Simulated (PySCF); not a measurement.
Stationary points of SmH3

All numbers come from PBE/[Sm def2-SVP with ECP28, H def2-SVP], scalar-relativistic core potentials, density fitting, no spin–orbit coupling, PySCF.

Relaxations began from a few typed shapes; open shells are unrestricted. The search is not exhaustive: other isomers or separated fragments can lie lower, and high-lying points may rest on an excited occupation.

```
              spin  group                            bonds                             angles  imaginary modes (cm⁻¹)  ΔE (kJ/mol)  ΔE with ZPE (kJ/mol)
sextet (⟨S²⟩ 9.22)    C2v  Sm–H 2.080 Å, Sm–H 2.143 Å (×2)  H–Sm–H 108.5° (×2), H–Sm–H 143.0°                    none          0.0                   0.0
sextet (⟨S²⟩ 9.23)     Cs                Sm–H 2.122 Å (×3)  H–Sm–H 105.7°, H–Sm–H 118.6° (×2)                    494i          8.4                     –
```

The lowest minimum found is the sextet (⟨S²⟩ 9.22) C2v: Sm–H 2.080 Å, Sm–H 2.143 Å (×2); H–Sm–H 108.5° (×2), H–Sm–H 143.0°.

For the lowest minimum: the determinant is spin-contaminated (⟨S²⟩ = 9.22, pure value 8.75). With open d or f shells other occupations or spin states may lie lower. The pruned grid is coarse for the open f shell: energies are uncertain by about 2 kJ/mol and soft modes are noisy. With an element this heavy the missing spin–orbit coupling can shift these numbers.
